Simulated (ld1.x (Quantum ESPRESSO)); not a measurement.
**Ranking RRKJ potentials for In (Z = 49)**

All share these settings but for the change named:

ld1.x (Quantum ESPRESSO) 7.5 input, shortened:

```
&input
   title='In', zed=49., rel=1, dft='REVPBE', iswitch=3,
   config='[Kr] 4d10 5s2 5p1'
 /
 &inputp
   pseudotype=2, tm=.false., lloc=0,
   nlcc=.false.
 /
2
5P  2  1   1.00   0.00  2.80  2.80  0.0
5S  1  0   2.00   0.00  1.95  1.95  0.0
 &test
   configts(1)='5s2 5p1'
 /
```

Test errors are all-electron minus pseudo excitation energies from the reference, over 5s2 5p0; 5s1 5p0; 5s2 5p0.5; 5s1 5p2; 5s1 5p1; 5s0 5p3; 5s2 5p1.3. None of these files shows a bound ghost.

The base gives 95.7 meV.

Of 10 variants that were run, those that failed, showed a ghost or another fault, or gave nearly equal values are left out.

A variant can come out equal or close to the base, since the largest error may sit in a test that the change hardly touches while other tests move.

(1) Rank these variants by their largest absolute test error, smallest first.
A. wave 5s (bound): rc 1.95 bohr becomes 5s (bound): rc 1.56 bohr
B. core correction a·sin(br)/r model core inside 2.42 bohr
C. all radii scaled by about 1.17 (s 2.28, p 3.28 bohr)

## Answers

(1) C (96.8 meV), A (117.8 meV), B (233.0 meV).
